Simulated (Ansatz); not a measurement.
# Stretch profile

GeHBr (SMILES [GeH][Br]), closed shell, at its PBE0-D4/def2-TZVP minimum:

```xyz
3
angstrom
Ge 0.3594 -0.8599 0.0940
Br 0.6736 1.4172 0.5259
H -1.0440 -0.6222 -0.6332
```

The bond length Ge1–H3 (1.598 Å at the minimum) is set to the values below, with the rest relaxed at PBE0-D4/def2-TZVP at each step. Each method's energies count from its own value at the PBE0-D4 minimum structure. Program: Ansatz 0.2.0. Basis: def2-TZVPP. Cores are frozen in the correlated methods. Filled d shells of the heavier atoms are correlated. The def2 sets are not built for correlating such inner shells, so the correlated values are less sure here. B3LYP uses VWN-RPA correlation.

| bond length (Å) | CCSD(T) (kJ/mol) | PBE0-D4 (kJ/mol) | B3LYP-D4 (kJ/mol) | wB97M-V (kJ/mol) |
| --- | --- | --- | --- | --- |
| 1.311 | 76.9 | 82.2 | 82.8 | 78.4 |
| 1.378 | ? | 43.3 | 43.9 | 40.4 |
| 1.477 | ? | 11.3 | 11.8 | 9.7 |
| 1.592 | -0.1 | 0.0 | 0.1 | -0.1 |
| 1.720 | 9.4 | 7.9 | 7.1 | 9.4 |
| 1.857 | 32.5 | 29.7 | 27.4 | 33.2 |
| 2.004 | ? | 60.8 | 56.5 | 66.6 |
| 2.157 | 100.2 | 97.2 | 91.2 | 104.9 |
| 2.318 | 136.7 | 136.1 | 128.2 | 145.7 |

Q: Fill in the withheld CCSD(T) values. (Judge from chemistry; the value comes from the calculation.)

A: By the calculation: 39.4 kJ/mol at 1.378 Å; 9.3 kJ/mol at 1.477 Å; 64.5 kJ/mol at 2.004 Å. These count from the CCSD(T) energy at the PBE0-D4 minimum.

Minimum and curvature along this coordinate at CCSD(T): A fifth-order fit through the nearest points gives 1.587 Å, with a curvature of about 13 eV/Å².

Largest difference from the CCSD(T) curve over the scan: PBE-D4 18.4; r2SCAN-D4 4.2; HF 24.9; MP2 19.2 kJ/mol. Each curve counts from its own value at the minimum.

T1 diagnostic: at most 0.016. The restricted Hartree–Fock reference is unstable towards an unrestricted one at one or more of these structures. A large double-excitation amplitude points to some diradical character; no triplet was computed.

For scale, one of the runs: CCSD(T)/def2-TZVPP, 110 basis functions (an equivalent command: `ansatz run in.yaml --threads 2`). The run took about 11 s on 2 CPU threads (shared host).
